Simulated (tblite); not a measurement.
Parent: `[CH3:1][CH2:2][CH2:3][C:4](=[O:5])[Cl:6]` with C1–C2–C3–C4 180°, C2–C3–C4–O5 0°, C4H7ClO.

Structures optimised with GFN2-xTB, isolated species. One conformer each, not checked by frequencies here.

```csv
coordinate of the parent,value
C1–C2,1.523 Å
C2–C3,1.529 Å
C3–C4,1.490 Å
C4=O5,1.182 Å
C4–Cl6,1.782 Å
C1–C2–C3,111.4°
C2–C3–C4,111.8°
C3–C4–O5,129.2°
C3–C4–Cl6,111.4°
O5–C4–Cl6,119.4°
```

Task: How does the shared frame change in `[CH3:1][O:2][C@@H:3]([CH3:4])[CH2:5][C:6](=[O:7])[Cl:8]` with C1–O2–C3–C4 159°, O2–C3–C5–C6 167°, C3–C5–C6–O7 -50°, C5H9ClO2? Atoms pair as C1 = C4, C2 = C3, C3 = C5, C4 = C6, O5 = O7, Cl6 = Cl8 (parent first).

Result: 
```
   parent   relative  value in the relative  change
    C1–C2      C4–C3                1.524 Å  +0.001
    C2–C3      C3–C5                1.553 Å  +0.024
    C3–C4      C5–C6                1.489 Å  -0.001
    C4=O5      C6=O7                1.186 Å  +0.004
   C4–Cl6     C6–Cl8                1.772 Å  -0.010
 C1–C2–C3   C4–C3–C5                 110.1°    -1.3
 C2–C3–C4   C3–C5–C6                 110.3°    -1.5
 C3–C4–O5   C5–C6–O7                 127.6°    -1.6
C3–C4–Cl6  C5–C6–Cl8                 113.0°    +1.6
O5–C4–Cl6  O7–C6–Cl8                 119.5°    +0.1
```

Of the parent's bonds, C2–C3 changes most (+0.024 Å). Bonds of the relative outside the shared frame: C1–O2 1.405, O2–C3 1.407 Å. Point group Cs → C1.

Task: How does the shared frame change in `[CH3:1][CH:2]([CH3:3])[C@@H:4]([CH3:5])[CH2:6][C:7](=[O:8])[Cl:9]` with C1–C2–C4–C5 -74°, C2–C4–C6–C7 163°, C4–C6–C7–O8 -11°, C7H13ClO? Atoms pair as C1 = C5, C2 = C4, C3 = C6, C4 = C7, O5 = O8, Cl6 = Cl9 (parent first).

Result: 
| parent | relative | value in the relative | change |
| --- | --- | --- | --- |
| C1–C2 | C5–C4 | 1.528 Å | +0.005 |
| C2–C3 | C4–C6 | 1.534 Å | +0.005 |
| C3–C4 | C6–C7 | 1.488 Å | -0.002 |
| C4=O5 | C7=O8 | 1.182 Å | 0.000 |
| C4–Cl6 | C7–Cl9 | 1.786 Å | +0.004 |
| C1–C2–C3 | C5–C4–C6 | 109.8° | -1.6 |
| C2–C3–C4 | C4–C6–C7 | 112.2° | +0.4 |
| C3–C4–O5 | C6–C7–O8 | 129.8° | +0.6 |
| C3–C4–Cl6 | C6–C7–Cl9 | 111.1° | -0.3 |
| O5–C4–Cl6 | O8–C7–Cl9 | 119.1° | -0.3 |

Of the parent's bonds, C1–C2, C2–C3 and C4–Cl6 change most and about equally (+0.004 to +0.005 Å). Bonds of the relative outside the shared frame: C1–C2 1.528, C2–C3 1.528, C2–C4 1.542 Å. Point group Cs → C1.

Task: How does the shared frame change in `[CH3:1][CH:2]([CH3:3])[CH2:4][C:5](=[O:6])[Cl:7]` with C1–C2–C4–C5 167°, C2–C4–C5–O6 -9°, C5H9ClO? Atoms pair as C1 = C1, C2 = C2, C3 = C4, C4 = C5, O5 = O6, Cl6 = Cl7 (parent first).

Result: 
```tsv
parent	relative	value in the relative	change
C1–C2	C1–C2	1.526 Å	+0.003
C2–C3	C2–C4	1.535 Å	+0.006
C3–C4	C4–C5	1.489 Å	-0.001
C4=O5	C5=O6	1.182 Å	0.000
C4–Cl6	C5–Cl7	1.784 Å	+0.002
C1–C2–C3	C1–C2–C4	109.6°	-1.8
C2–C3–C4	C2–C4–C5	112.8°	+1.0
C3–C4–O5	C4–C5–O6	129.6°	+0.4
C3–C4–Cl6	C4–C5–Cl7	111.2°	-0.2
O5–C4–Cl6	O6–C5–Cl7	119.2°	-0.2
```

Of the parent's bonds, C2–C3 changes most (+0.006 Å). Bonds of the relative outside the shared frame: C2–C3 1.526 Å. Point group Cs → C1.

The numbers are calculated, not measured.
